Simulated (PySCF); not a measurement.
C7H8, charge +1, doublet, geometry from GFN2-xTB (a state made from the parent by changing its charge; the spin is typed, not shown lowest); M062X/6-31G run with PySCF.

Input for PySCF:
```python
from pyscf import gto, scf, dft

mol = gto.Mole()
mol.atom = '''
    C     1.17486600   -0.47772752    0.64346424
    C     0.78808183    0.81384632    0.85974479
    C    -0.27270495    1.14091680   -0.16480281
    C    -1.32582170    0.24940099    0.45008430
    C    -0.93903754   -1.04217285    0.23380375
    C     0.36763190   -0.99733600   -0.52286403
    C     0.18725884    0.28323646   -1.35653456
    H     1.88225086   -1.06032231    1.20773834
    H     1.12040016    1.48369710    1.63374723
    H    -0.52038085    2.18306297   -0.32266910
    H    -2.18604264    0.60082512    0.99298053
    H    -1.42419194   -1.94319429    0.56697164
    H     0.70397232   -1.90537355   -1.00729843
    H    -0.57381316    0.18453533   -2.12817486
    H     1.11615896    0.63578433   -1.80066947
'''
mol.basis = '6-31g'
mol.charge = 1
mol.spin = 1
mol.verbose = 4
mol.build()

mf = dft.UKS(mol)
mf.xc = 'm062x'
mf.grids.radi_method = dft.radi.delley
mf.kernel()
```

It wrote (shortened):

```
PySCF version 2.14.0

[INPUT] verbose = 4
[INPUT] num. atoms = 15
[INPUT] num. electrons = 49
[INPUT] charge = 1
[INPUT] spin (= nelec alpha-beta = 2S) = 1
[INPUT] symmetry False subgroup None
[INPUT] Mole.unit = angstrom
[INPUT] Symbol           X                Y                Z      unit          X                Y                Z       unit  Magmom
[INPUT]  1 C      1.174866000000  -0.477727520000   0.643464240000 AA    2.220174973063  -0.902774174968   1.215971184551 Bohr   0.0
[INPUT]  2 C      0.788081830000   0.813846320000   0.859744790000 AA    1.489258822446   1.537946652285   1.624682190122 Bohr   0.0
[INPUT]  3 C     -0.272704950000   1.140916800000  -0.164802810000 AA   -0.515337668313   2.156020282915  -0.311432175459 Bohr   0.0
[INPUT]  4 C     -1.325821700000   0.249400990000   0.450084300000 AA   -2.505439903005   0.471299566295   0.850536059967 Bohr   0.0
[INPUT]  5 C     -0.939037540000  -1.042172850000   0.233803750000 AA   -1.774523771285  -1.969421260957   0.441825054396 Bohr   0.0
[INPUT]  6 C      0.367631900000  -0.997336000000  -0.522864030000 AA    0.694723605653  -1.884691894169  -0.988069817086 Bohr   0.0
[INPUT]  7 C      0.187258840000   0.283236460000  -1.356534560000 AA    0.353867922004   0.535239337891  -2.563478796907 Bohr   0.0
[INPUT]  8 H      1.882250860000  -1.060322310000   1.207738340000 AA    3.556938623127  -2.003718769666   2.282294692737 Bohr   0.0
[INPUT]  9 H      1.120400160000   1.483697100000   1.633747230000 AA    2.117249452319   2.803781170811   3.087334821467 Bohr   0.0
[INPUT] 10 H     -0.520380850000   2.183062970000  -0.322669100000 AA   -0.983377286968   4.125391125980  -0.609756227860 Bohr   0.0
[INPUT] 11 H     -2.186042640000   0.600825120000   0.992980530000 AA   -4.131021886221   1.135394925559   1.876461248725 Bohr   0.0
[INPUT] 12 H     -1.424191940000  -1.943194290000   0.566971640000 AA   -2.691332715413  -3.672105014919   1.071421119995 Bohr   0.0
[INPUT] 13 H      0.703972320000  -1.905373550000  -1.007298430000 AA    1.330314884075  -3.600634174490  -1.903518158404 Bohr   0.0
[INPUT] 14 H     -0.573813160000   0.184535330000  -2.128174860000 AA   -1.084349719071   0.348721234006  -4.021667630585 Bohr   0.0
[INPUT] 15 H      1.116158960000   0.635784330000  -1.800669470000 AA    2.109234745879   1.201458257990  -3.402772139166 Bohr   0.0

nuclear repulsion = 291.705285253146
number of shells = 51
number of NR pGTOs = 186
number of NR cGTOs = 79
basis = 6-31g
ecp = {}

******** <class 'pyscf.dft.uks.UKS'> ********
method = UKS
initial guess = minao
damping factor = 0
level_shift factor = 0
DIIS = <class 'pyscf.scf.diis.CDIIS'>
diis_start_cycle = 1
diis_space = 8
diis_damp = 0
SCF conv_tol = 1e-09
SCF conv_tol_grad = None
SCF max_cycles = 50
direct_scf = True
direct_scf_tol = 1e-13
number electrons alpha = 25  beta = 24
XC library pyscf.dft.libxc version 7.1.2
    S. Lehtola, C. Steigemann, M. J. T. Oliveira, and M. A. L. Marques,  SoftwareX 7, 1–5 (2018)
XC functionals = m062x
    Y. Zhao and D. G. Truhlar,  Theor. Chem. Acc. 120, 215 (2008)
    Y. Zhao and D. G. Truhlar,  Theor. Chem. Acc. 120, 215 (2008)
radial grids: B. Delley radial grids. Ref. JCP 104, 9848 (1996); DOI:10.1063/1.471749. log2 algorithm
becke partition: Becke, JCP 88, 2547 (1988); DOI:10.1063/1.454033
pruning grids: <function nwchem_prune>
grids dens level: 3
symmetrized grids: False
atomic radii adjust function: <function treutler_atomic_radii_adjust>
small_rho_cutoff = 0
Set gradient conv threshold to 3.16228e-05
tot grids = 189104
init E= -272.996559363703

cycle= 1 E= -270.958566810283  delta_E= 2.04  |g|= 0.187  |ddm|= 2.55
cycle= 2 E= -270.981228766408  delta_E= -0.0227  |g|= 0.108  |ddm|= 0.64
cycle= 3 E= -270.987619008954  delta_E= -0.00639  |g|= 0.0262  |ddm|= 0.181
cycle= 4 E= -270.988045218482  delta_E= -0.000426  |g|= 0.00649  |ddm|= 0.0478
cycle= 5 E= -270.988068823108  delta_E= -2.36e-05  |g|= 0.00184  |ddm|= 0.00929
cycle= 6 E= -270.988071707363  delta_E= -2.88e-06  |g|= 0.000402  |ddm|= 0.00436
cycle= 7 E= -270.988071932106  delta_E= -2.25e-07  |g|= 0.000143  |ddm|= 0.00119
cycle= 8 E= -270.988071949425  delta_E= -1.73e-08  |g|= 6.83e-05  |ddm|= 0.000315
cycle= 9 E= -270.988071952463  delta_E= -3.04e-09  |g|= 1.08e-05  |ddm|= 8.99e-05
cycle= 10 E= -270.988071952642  delta_E= -1.78e-10  |g|= 4.76e-06  |ddm|= 3.46e-05
Extra cycle  E= -270.988071952645  delta_E= -3.64e-12  |g|= 5.77e-06  |ddm|= 1.18e-05
converged SCF energy = -270.988071952645  <S^2> = 0.752439  2S+1 = 2.0024375
```
